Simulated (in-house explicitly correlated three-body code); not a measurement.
Computed with an exponentially correlated three-body code. Model: two electrons around a point charge, non-relativistic, variational in 260 exponentially correlated functions (energies converged to about 1e-7 hartree, or 1e-8 relative for large Z).

For two electrons in a singlet the Kohn-Sham orbital is the square root of half the density, so the exact Kohn-Sham potential and energy parts follow from the density alone, and exchange is minus half the Hartree energy. The Kohn-Sham level equals minus the binding energy of the second electron.

Command:
```bash
python run_hyl.py task.json out
```
Settings (lengths in bohr, energies in hartree):
```
Z                      1.23
interaction_strength   1
functions              260
states_tried           13
```

Time taken, with all properties: 70 s on 1 thread of Arm Neoverse N1, with other jobs on the host.

**Those bound S and P states to n = 4 that converged, binding against the one-electron ion.**

Given: nuclear charge 1.23.

Computed: one-electron threshold -0.75645 hartree.

| term | energy (hartree) | binding (eV) | quantum defect |
| --- | --- | --- | --- |
| 1 1S | -0.896452519 | 3.8097 | 0.56534 |
| 2 3S | -0.770499781 | 0.38231 | 0.62792 |
| 2 1S | -0.767109004 | 0.29005 | 0.42473 |
| 2 3P | ? | ? | ? |
| 2 1P | ? | ? | ? |
| 3 3S | -0.761126013 | 0.12724 | 0.62165 |
| 3 1S | -0.760413215 | 0.10784 | 0.41662 |
| 4 3S | -0.758765333 | 0.063003 | 0.62008 |
| 4 1P | -0.758105981 | 0.045062 | - |

(1) What belongs in the row 2 3P?

(2) What belongs in the row 2 1P?

**Converged states only, values per electron or pair.**

| term | mean r (bohr) | mean r squared (bohr²) | mean inverse r (1/bohr) | mean r12 (bohr) | mean inverse r12 (1/bohr) | mean cosine | mean p1 dot p2 (bohr⁻²) | delta r1 (bohr⁻³) | delta r12 (bohr⁻³) |
| --- | --- | --- | --- | --- | --- | --- | --- | --- | --- |
| 1 1S | 1.822 | 4.8526 | 0.91802 | 2.8815 | 0.46542 | -0.096695 | 0.061924 | 0.34182 | 0.010272 |
| 2 3S | 6.8302 | 94.963 | 0.66695 | 12.531 | 0.099704 | -0.011898 | 0.00085802 | 0.29776 | - |
| 2 1S | 8.8312 | 160.88 | 0.65492 | 16.507 | 0.076879 | -0.0073821 | 0.0012288 | 0.29734 | 0.0002127 |
| 2 3P | 11.14 | 268.75 | 0.64485 | 21.109 | 0.059903 | -0.0054949 | -0.00063305 | 0.29596 | - |
| 2 1P | 11.426 | 281.9 | 0.64386 | 21.679 | 0.057706 | -0.0042818 | 0.00044318 | 0.29613 | 1.6261e-06 |
| 3 3S | 19.102 | 785.84 | 0.63354 | 37.013 | 0.036268 | -0.0023758 | 0.00016871 | 0.29649 | - |
| 3 1S | ? | ? | ? | ? | ? | ? | ? | ? | ? |
| 4 3S | ? | ? | ? | ? | ? | ? | ? | ? | - |
| 4 1P | 50.542 | 5656.5 | 0.62219 | 99.875 | 0.014383 | -0.00051234 | 6.4978e-05 | 0.29618 | 2.4425e-07 |

(3) What belongs in the row 3 1S?

(4) What belongs in the row 4 3S?

**Exact Kohn-Sham parts of the ground state from its density.**

Computed: total energy -0.896452519 hartree; Kohn-Sham kinetic 0.86533 hartree; Hartree energy 1.074 hartree; DFT correlation energy -0.04047 hartree; kinetic part of the DFT correlation energy 0.03112 hartree; potential part of the DFT correlation energy -0.07159 hartree; exact minus restricted Hartree-Fock -0.039952 hartree; Kohn-Sham level -3.8097 eV; restricted Hartree-Fock level -4.2803 eV; dipole polarisability 25.599 bohr³.

(5) What is the exchange energy?

(6) What is the C6 of two such species?

**Functionals on the exact density and self-consistent, errors are functional minus exact, hybrids only self-consistent, a dash where a self-consistent run leaves the top level unbound.**

```tsv
result	exchange error (millihartree)	correlation error (millihartree)	functional driven error (millihartree)	density driven error (millihartree)	self consistent total error (millihartree)	top level plus exact binding (eV)
wB97X	-	-	-	-	-3.253	0.11046
PBE0	-	-	-	-	3.3653	2.6729
LDA VWN5	69.912	-44.661	25.251	-0.97943	24.271	3.7577
PW91	-3.6213	2.8297	-0.7916	-0.69234	-1.4839	3.7703
BLYP	-7.6937	4.9328	-2.7608	-	-	-
RPBE	?	?	?	?	?	?
OLYP	?	?	?	-	-	-
revTPSS	-6.5014	-0.065636	-6.567	-0.20866	-6.7757	3.6114
SCAN	-7.3908	7.2387	-0.15203	-0.14955	-0.30158	3.5918
BP86	-7.6937	-1.2011	-8.8948	-0.46293	-9.3577	3.6851
PBEsol	23.638	-3.6364	20.002	-	-	-
LDA PW92	69.912	-44.577	25.335	-0.99047	24.344	3.7571
B3LYP VWN-RPA	-	-	-	-	-11.174	2.7839
M06-L	-8.2703	7.2465	-1.0238	-2.2598	-3.2836	3.6749
r2SCAN	-7.3908	7.2387	-0.15203	-0.14955	-0.30158	3.5918
TPSS	-7.3456	3.5127	-3.8329	-0.30791	-4.1409	3.7061
HSE06	-	-	-	-	2.8535	3.0737
AM05	52.042	-33.308	18.734	-	-	-
r2SCAN0	-	-	-	-	1.662	2.4999
PBE	-1.9709	4.9375	2.9665	-	-	-
```

(7) What belongs in the row RPBE?

(8) What belongs in the row OLYP?

Answers

(1) energy (hartree): -0.763212146; binding (eV): 0.18401; quantum defect: 0.022254.

(2) energy (hartree): -0.763090881; binding (eV): 0.18071; quantum defect: 0.0042783.

(3) mean r (bohr): 22.451; mean r squared (bohr²): 1089; mean inverse r (1/bohr): 0.63076; mean r12 (bohr): 43.707; mean inverse r12 (1/bohr): 0.030839; mean cosine: -0.0017494; mean p1 dot p2 (bohr⁻²): 0.00028234; delta r1 (bohr⁻³): 0.29644; delta r12 (bohr⁻³): 4.9104e-05.

(4) mean r (bohr): 37.895; mean r squared (bohr²): 3141.6; mean inverse r (1/bohr): 0.62444; mean r12 (bohr): 74.584; mean inverse r12 (1/bohr): 0.018594; mean cosine: -0.00083659; mean p1 dot p2 (bohr⁻²): 5.9158e-05; delta r1 (bohr⁻³): 0.29628.

(5) -0.53701 hartree.

(6) 103.31 hartree·bohr⁶.

(7) exchange error (millihartree): -11.717; correlation error (millihartree): 4.9375; functional driven error (millihartree): -6.7794; density driven error (millihartree): -0.84253; self consistent total error (millihartree): -7.622; top level plus exact binding (eV): 3.7952.

(8) exchange error (millihartree): -7.0896; correlation error (millihartree): 4.9328; functional driven error (millihartree): -2.1567.

The density-driven part is never positive, since each functional's own density lowers its energy. Here it is small beside the functional-driven part (median ratio 0.1), the normal case. The correlation energy of density-functional theory lies 0.52 millihartree below exact minus Hartree-Fock, because the Hartree-Fock density, unlike the exact one, minimises the Hartree-Fock energy.
